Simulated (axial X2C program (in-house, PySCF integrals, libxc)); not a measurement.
# Potential curves of ScF⁺, 2c

Computed with an axial X2C code built on PySCF integrals. Two-component (2c) means X2C with spin–orbit coupling and atomic mean-field two-electron Coulomb and Gaunt terms. Basis: Sc dyall-cv3z [10s11p7d5f2g], F dyall-av3z [7s6p3d2f] (cores contracted in-house); Gaussian nuclei, density fitting, unrestricted open shells. Masses: Sc 44.956 u, F 18.998 u.

State: Ω = 3/2 (⟨Sz⟩ = -0.50, ⟨Lz⟩ = 2.00 at HF). Energies in cm⁻¹ from the lowest point of each curve. Fits are polynomials in 1 − R0/R over 0.85 to 1.23 times the lowest point R0.

```tsv
R (Å)	MP2	HF	PBE0	BP86
1.5512	11812	11699	8642	8850
1.6225	5697	5517	3590	3747
1.6760	2798	2613	1409	1521
1.7295	1027	871	289	349
1.7830	149	51	0	0
1.8454	0	0	464	385
1.9078	566	688	1569	1402
1.9880	2046	2350	3647	3353
2.0861	4620	5169	6821	6352
2.2287	9176	10097	12035	11274
```

Correlated methods: 9 electrons correlated (number of frozen shells: Sc 3 s, 2 p; F 1 s), 301 virtual spin orbitals or spinors in MP2.

The state is one determinant whose occupation by symmetry is held fixed; it was picked as the lowest of a PBE0 search that is not exhaustive. Density functionals use the spin component along the axis (collinear). PBE0 can misorder states that lie within some tenths of an eV, so this need not be the ground state of the molecule. The nearest other 2c determinant of the search, Ω = 5/2, lies 0.02 eV up at the distance of the search. Without a current term, density functionals place determinants with orbital angular momentum somewhat too high. The outer-core s and p shells of the metal are frozen in the correlated rows, which leaves out core–valence correlation; for alkali and alkaline-earth bonds that tends to lengthen them. At some level and bond length an empty orbital lies below a filled one. MP2 and coupled cluster on one determinant become unreliable at the stretched end.

(1) Fit the MP2 curve near its minimum: give the equilibrium distance and the harmonic wavenumber.

(2) Fit the HF curve near its minimum: give the equilibrium distance and the harmonic wavenumber.

(3) What are Re and ωe at the PBE0 level?

(4) What are Re and ωe at the BP86 level?

Results:

(1) At MP2, 2c: Re = 1.825 Å, ωe ≈ 712 cm⁻¹; Be follows as 0.379 cm⁻¹.

(2) At HF, 2c: Re = 1.817 Å, ωe ≈ 738 cm⁻¹; Be follows as 0.382 cm⁻¹.

(3) At PBE0, 2c: Re = 1.778 Å, ωe ≈ 761 cm⁻¹; Be follows as 0.399 cm⁻¹.

(4) At BP86, 2c: Re = 1.783 Å, ωe ≈ 747 cm⁻¹; Be follows as 0.397 cm⁻¹.
